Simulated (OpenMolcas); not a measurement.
# V2+, Nb2+, Ta2+: d3 down the group

| Quantity | Value |
| --- | --- |
| Program | OpenMolcas |
| Method | MS-CASPT2, IPEA 0.25 Eh, imaginary shift 0.1 Eh |
| Basis | ANO-RCC-VTZP |
| Scalar Hamiltonian | DKH2, point nucleus |
| Spin-orbit coupling | state interaction with AMFI integrals over the reference wave functions, term energies averaged over their components |

Active space for each ion: 3 electrons in 6 orbitals (d s); closed shells correlated by CASPT2: V2+ 3s 3p; Nb2+ 4s 4p; Ta2+ 5s 5p.

Computed levels in cm-1 above 4F 3/2:

| Level | V2+ | Nb2+ | Ta2+ |
| --- | --- | --- | --- |
| 4F 5/2 | 162 | 536 | 2780 |
| 4F 7/2 | 385 | 1223 | 5330 |
| 4F 9/2 | 663 | 2020 | 7380 |
| 4P 1/2 | 11800 | 8920 | 13820 |
| 2G 7/2 | 12020 | 9720 | 12370 |
| 4P 5/2 | 12060 | 9860 | 15070 |
| 2P 1/2 | 15530 | 11050 | 8280 |
| 2H 9/2 | 17100 | 13610 | 19500 |
| 2H 11/2 | 17280 | 13960 | 19370 |
| weight of 4F in the lowest level (%) | 100 | 99 | 84 |

Mixed levels, with the weight of the term that names them: Ta2+ 4P 5/2 (56 %), Ta2+ 2H 9/2 (57 %).

Measured, with the error of the calculation in %. Measured levels: V2+ from Sugar and Corliss, J. Phys. Chem. Ref. Data 7, 1191 (1978); Nb2+ from the list in Shadmi, J. Res. Natl. Bur. Stand. 70A, 435 (1966).

```
  Level           V2+          Nb2+
 4F 5/2   146 (+11.5)    516 (+4.0)
 4F 7/2   342 (+12.6)   1177 (+4.0)
 4F 9/2   584 (+13.5)   1939 (+3.9)
 4P 1/2  11514 (+2.5)   8664 (+2.9)
 2G 7/2  11966 (+0.4)   9236 (+5.2)
 4P 5/2  11770 (+2.4)   9594 (+2.8)
 2P 1/2  15580 (-0.3)              
 2H 9/2  16811 (+1.7)  12916 (+5.4)
2H 11/2  16978 (+1.8)  13264 (+5.3)
```

The fine-structure level 4F 9/2 changes by a factor of 11.1 from V2+ to Ta2+.

Without spin-orbit coupling 4P lies 11580, 8390, 8670 cm-1 above 4F in that order; the difference to the level 4P 1/2, of either sign, comes from spin-orbit coupling, which also lowers the zero.

Term energies are means over components that CASPT2 splits; among the terms shown or strongly mixed into the levels shown the widest spread is 1200 cm-1 (3d3 4F, V2+). The CASPT2 spread within a term exceeds the gap to the next term for 3d3 4P and 3d3 2G, so the order of their levels is uncertain (holds for V2+). Configurations are named by rounded mean occupations; where the s occupation lies near a half they are strongly mixed, a name can repeat and a true partner stay unpaired (holds for Ta2+). Computed and measured levels are paired by configuration, term and J; levels that our copy of the source lacks, or whose pairing is in doubt (as where it misses far off the trend of its configuration), stay unpaired and out of the deviations. Only configurations of the active space appear.
